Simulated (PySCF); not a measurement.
Predicted microwave data (PBE0/def2-SVPD in PySCF (dipole) on a GFN2-xTB geometry, gas phase) for one isomer of C7H9NO:

```
Rotational constants : A = 4614, B = 995.3, C = 883.7 MHz
Dipole components    : |μa| = 4.88 D, |μb| = 0.00 D, |μc| = 0.61 D
Inertial defect      : -45.40 u·Å²
κ                    : -0.94
```

Task: Which structure is it? (One computed conformer of each.)
A. `[CH2:1]=[C:2]([CH3:3])[C:4]#[C:5][C:6](=[O:7])[NH:8][CH3:9]` with C5–C6–N8–C9 -179°
B. `[CH3:1][C:2]#[C:3][C@H:4]1[CH2:5][NH:6][C:7](=[O:8])[CH2:9]1` with C3–C4–C5–N6 148°, C4–C5–N6–C7 -18°, C5–N6–C7–O8 -177°, N6–C7–C9–C4 15°
C. `[CH3:1][CH2:2][c:3]1[cH:4][cH:5][n+:6]([O-:7])[cH:8][cH:9]1` with C1–C2–C3–C4 89° (4-ethylpyridine 1-oxide)

Result: C. It is CCc1cc[n+]([O-])cc1, a near-prolate asymmetric top, point group Cs. The candidates at the same level (rigid rotor, commonest isotopes):

| SMILES | A (MHz) | B (MHz) | C (MHz) | μa (D) | μb (D) | μc (D) | Δ (u·Å²) | point group | rotor |
| --- | --- | --- | --- | --- | --- | --- | --- | --- | --- |
| CCc1cc[n+]([O-])cc1 | 4614 | 995.3 | 883.7 | 4.88 | 0.00 | 0.61 | -45.40 | Cs | near-prolate asymmetric top |
| C=C(C)C#CC(=O)NC | 4472 | 649.5 | 571.9 | 1.22 | 3.67 | 0.27 | -7.51 | near Cs | near-prolate asymmetric top |
| CC#C[C@H]1CNC(=O)C1 | 4941 | 756.8 | 690.4 | 3.71 | 2.50 | 0.11 | -38.06 | C1 | near-prolate asymmetric top |

`C=C(C)C#CC(=O)NC` has C 35 % too low; `CC#C[C@H]1CNC(=O)C1` has B 24 % too low. In the right answer the mirror of this Cs structure is the ac plane, so μb vanishes by symmetry. No structure here is proved a minimum.
